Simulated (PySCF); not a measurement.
C₆H₁₀N₂OSi.
Numbering: `[CH3:1][C:2](=[O:3])[c:4]1[cH:5][n:6][n:7]([CH3:8])[c:9]1[SiH3:10]`

Structure used (GFN2-xTB), in Å, numbered top down from 1:
```xyz
20
C6H10N2OSi angstrom
C      3.1755    0.2918   -0.1355
C      1.7457    0.7272    0.0356
O      1.4355    1.8857    0.2795
C      0.7127   -0.2653   -0.0949
C      0.6835   -1.6477   -0.3621
N     -0.5590   -2.0775   -0.3703
N     -1.3337   -1.0132   -0.1165
C     -2.7564   -1.1819   -0.0626
C     -0.6280    0.1069    0.0585
Si    -1.1295    1.8791    0.4326
H      3.4136   -0.4740    0.6004
H      3.8431    1.1402   -0.0111
H      3.3091   -0.1387   -1.1262
H      1.4931   -2.3267   -0.5432
H     -2.9685   -2.2319   -0.2545
H     -3.1385   -0.9042    0.9204
H     -3.2446   -0.5651   -0.8180
H     -2.6076    1.8130    0.5082
H     -0.6521    2.2582    1.7544
H     -0.7991    2.7347   -0.6977
```

NICS = −σ at a ghost point: NICS(0) at the centroid of the ring atoms, NICS(1) 1 Å to either side along the normal of their mean plane, zz for the tensor component along that normal. Level: GIAO PBE0/pcSseg-1 (PySCF, non-relativistic, gas phase) on the GFN2-xTB geometry, one conformer.

Ring bond lengths (Å), with Mayer bond orders in brackets: C4–C5 1.408 (1.30), C5–N6 1.315 (1.56), N6–N7 1.341 (1.19), N7–C9 1.335 (1.10), C9–C4 1.400 (1.29).

Question: What do the NICS probes read (ppm)?

Answer: 
```json
{"ring": "C4–C5–N6–N7–C9", "type": "5-membered ring with 2 N; formal bonds all aromatic", "NICS(0)": "-11.4", "NICS(1), two faces": "-11.5 / -11.5", "NICS(1)zz, two faces": "-27.8 / -27.8", "rms pucker (Å)": "0.00", "centre to ring atoms, mean (Å)": "1.16"}
```

Question: What do they say, and how far can they be read as aromaticity?

Answer: 
- C4–C5–N6–N7–C9: mean NICS(1)zz -27.8 ppm, shielded. For a flat ring without four-coordinate atoms the NICS criterion counts such a value as aromatic.

Question: What does the geometric index give? HOMA = 1 − mean of α(R − Ropt)² over the ring bonds, with Krygowski's 1993 parameters (CC: Ropt 1.388 Å, α 257.7 Å⁻²; CN: Ropt 1.334 Å, α 93.52 Å⁻²; NN: Ropt 1.309 Å, α 130.33 Å⁻²).

Answer: 
- C4–C5–N6–N7–C9: HOMA 0.94; the largest term is that of N6–N7, α(R − Ropt)² = 0.13. The geometric and the magnetic index point the same way.

Question: How shielded are the nuclei of the rings and their hydrogens (means over atoms taken as equivalent)?

Answer: 
```tsv
atoms	environment	σ isotropic (ppm)	principal values of the symmetric part, first atom (ppm)
C4	substituted aromatic carbon	47.8	-10.0, 35.3, 118.0
C5	aromatic CH next to a ring nitrogen	47.0	-33.8, 37.5, 137.2
N6	pyridine-type nitrogen	-104.5	-315.5, -101.5, 103.5
N7	pyrrole-type nitrogen	25.0	-106.6, 55.2, 126.6
C9	substituted aromatic carbon	37.2	-27.3, -7.9, 146.7
H14	aromatic hydrogen	23.96	21.5, 24.0, 26.3
```
